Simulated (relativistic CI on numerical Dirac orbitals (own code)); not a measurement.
Method of calculation: Dirac-Coulomb-Breit CI, KLI orbitals optimised for each configuration, a model potential for QED, unscaled Slater integrals (own radial code, finite nucleus).

The strongest absorption lines from the ground level of an ion, among the configurations computed and to levels below about 521 eV (vacuum wavelength in Å, gf): 23.940 (0.31), 23.959 (0.64), 23.983 (0.47), 54.366 (0.33), 56.368 (0.54), 59.435 (1.9), 61.085 (1.2), 62.750 (0.79).

Q: Which ion is it?
A. Cd²³⁺
B. Pd²¹⁺
C. Ru¹⁹⁺
D. Cd²¹⁺

A: A. Cd²³⁺ has 25 electrons and the ground level 3s2 3p6 3d7 4F_9/2; the strongest line goes to 3s2 3p5 3d8 4D°_7/2. The pattern of lines fixes the number of electrons, and along that sequence the line energies rise steadily with the charge (about as its square where n changes within one kind of shell, about linearly where n is kept but much faster in heavy ions where fine structure, which grows about as Z⁴, sets the gap, and irregularly where shells cross), which fixes Z. Configurations outside the model, such as inner-shell arrays, can give stronger lines. At this charge energies of transitions that change n are usually good to better than 1 %, and those within a shell (Δn = 0) to a few per cent. Terms inside the open d or f shell come out 10 to 20 % too wide with unscaled integrals.

LS names give the leading component of a level, which can be under half, so a name can repeat, a term be missing and a line seem to break the LS rules.
